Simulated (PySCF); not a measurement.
OSn, triplet, geometry from GFN2-xTB (such geometries of metal compounds can be far from the true shape) (the spin is typed, not shown lowest) (all electrons, no relativity); B3LYP/STO-3G run with PySCF.

Input for PySCF:
```python
from pyscf import gto, scf, dft

mol = gto.Mole()
mol.atom = '''
    Sn   -0.000000   -0.000000   -0.264107
    O     0.000000    0.000000    1.650670
'''
mol.basis = 'sto-3g'
mol.charge = 0
mol.spin = 2
mol.verbose = 4
mol.build()

mf = dft.UKS(mol)
mf.xc = 'b3lyp'
mf.kernel()
```

What the program printed (banner, timings and long lists left out):

```
PySCF version 2.14.0

[INPUT] verbose = 4
[INPUT] num. atoms = 2
[INPUT] num. electrons = 58
[INPUT] charge = 0
[INPUT] spin (= nelec alpha-beta = 2S) = 2
[INPUT] symmetry False subgroup None
[INPUT] Mole.unit = angstrom
[INPUT] Symbol           X                Y                Z      unit          X                Y                Z       unit  Magmom
[INPUT]  1 Sn     0.000000000000   0.000000000000  -0.264107000000 AA    0.000000000000   0.000000000000  -0.499089897581 Bohr   0.0
[INPUT]  2 O      0.000000000000   0.000000000000   1.650670000000 AA    0.000000000000   0.000000000000   3.119314222036 Bohr   0.0

nuclear repulsion = 110.545971864087
number of shells = 14
number of NR pGTOs = 96
number of NR cGTOs = 32
basis = sto-3g
ecp = {}

******** <class 'pyscf.dft.uks.UKS'> ********
method = UKS
initial guess = minao
damping factor = 0
level_shift factor = 0
DIIS = <class 'pyscf.scf.diis.CDIIS'>
diis_start_cycle = 1
diis_space = 8
diis_damp = 0
SCF conv_tol = 1e-09
SCF conv_tol_grad = None
SCF max_cycles = 50
direct_scf = True
direct_scf_tol = 1e-13
number electrons alpha = 30  beta = 28
XC library pyscf.dft.libxc version 7.1.2
    S. Lehtola, C. Steigemann, M. J. T. Oliveira, and M. A. L. Marques,  SoftwareX 7, 1–5 (2018)
XC functionals = b3lyp
    P. J. Stephens, F. J. Devlin, C. F. Chabalowski, and M. J. Frisch,  J. Phys. Chem. 98, 11623 (1994)
radial grids:
    Treutler-Ahlrichs [JCP 102, 346 (1995); DOI:10.1063/1.469408] (M4) radial grids

becke partition: Becke, JCP 88, 2547 (1988); DOI:10.1063/1.454033
pruning grids: <function nwchem_prune>
grids dens level: 3
symmetrized grids: False
atomic radii adjust function: <function treutler_atomic_radii_adjust>
small_rho_cutoff = 0
Set gradient conv threshold to 3.16228e-05
tot grids = 36040
init E= -6022.94788971222

cycle= 1 E= -6039.20576820869  delta_E= -16.3  |g|= 0.36  |ddm|=  1.8

cycle= 2 E= -6037.03724098546  delta_E= 2.17  |g|= 1.41  |ddm|= 2.46

cycle= 3 E= -6039.32168521464  delta_E= -2.28  |g|= 0.0693  |ddm|= 2.18

cycle= 4 E= -6039.32616015329  delta_E= -0.00447  |g|= 0.0213  |ddm|= 0.115

cycle= 5 E= -6039.32683448392  delta_E= -0.000674  |g|= 0.0031  |ddm|= 0.0746

cycle= 6 E= -6039.32687706085  delta_E= -4.26e-05  |g|= 0.0043  |ddm|= 0.0265

cycle= 7 E= -6039.32690599697  delta_E= -2.89e-05  |g|= 0.00238  |ddm|= 0.0185

cycle= 8 E= -6039.32691562591  delta_E= -9.63e-06  |g|= 0.000398  |ddm|= 0.0144

cycle= 9 E= -6039.32691581506  delta_E= -1.89e-07  |g|= 8.7e-05  |ddm|= 0.00183

cycle= 10 E= -6039.32691581969  delta_E= -4.63e-09  |g|= 4.25e-05  |ddm|= 7.56e-05

cycle= 11 E= -6039.32691582127  delta_E= -1.58e-09  |g|= 3.04e-06  |ddm|= 7.43e-05

cycle= 12 E= -6039.32691582134  delta_E= -6.82e-11  |g|= 9.41e-07  |ddm|= 4.41e-05

Extra cycle  E= -6039.32691582133  delta_E= 1e-11  |g|= 3.54e-06  |ddm|= 6.83e-06
converged SCF energy = -6039.32691582133  <S^2> = 2.0099753  2S+1 = 3.0066428
```
